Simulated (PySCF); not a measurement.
H$_{12}$Si$_{5}$, charge +1, doublet, at a GFN2-xTB geometry (a state made from the parent by changing its charge; the spin is typed, not shown lowest).

PySCF was given this input:
```python
from pyscf import gto, scf, dft

mol = gto.M(
    atom='''
Si   -0.253109   -2.107674   -1.161540
Si   -0.004939    0.006049   -0.006499
Si   -0.371984    2.100805   -1.158123
Si   -1.706418   -0.055811    1.711927
Si    2.335020    0.058136    0.611323
H    -1.619928   -2.101886   -1.676910
H    -0.014118   -3.248648   -0.286473
H     0.705800   -2.064264   -2.262620
H    -0.177093    3.253908   -0.287848
H    -1.743093    2.031867   -1.657864
H     0.573391    2.104009   -2.271990
H    -3.057723   -0.043711    1.166095
H    -1.446271   -1.274961    2.473624
H    -1.449955    1.121676    2.537808
H     2.532395   -1.124411    1.446085
H     3.221712    0.052130   -0.545276
H     2.494895    1.273222    1.406134
''',
    basis='def2-sv(p)',
    charge=1,
    spin=1,
    verbose=4,
)

mf = dft.UKS(mol)
mf.xc = 'lda,vwn'
mf = mf.density_fit(auxbasis='def2-universal-jkfit')
mf.kernel()
```

Predict the nuclear repulsion energy from DF-SVWN5/def2-SV(P) run with PySCF.

486.6242 Eh

Estimate the <S^2> that DF-SVWN5/def2-SV(P) returns for this input.

0.751

What total energy does DF-SVWN5/def2-SV(P) give?

-1447.9535 Eh

Estimate the Mulliken (on the basis functions themselves) charges in atom order that DF-SVWN5/def2-SV(P) returns for this input.

Si1 -0.02, Si2 -0.25, Si3 -0.02, Si4 -0.02, Si5 -0.02, H6 0.11, H7 0.12, H8 0.11, H9 0.12, H10 0.11, H11 0.11, H12 0.12, H13 0.11, H14 0.11, H15 0.11, H16 0.12, H17 0.11

These values belong to the state on which the SCF converged, which isn't shown to be the lowest.
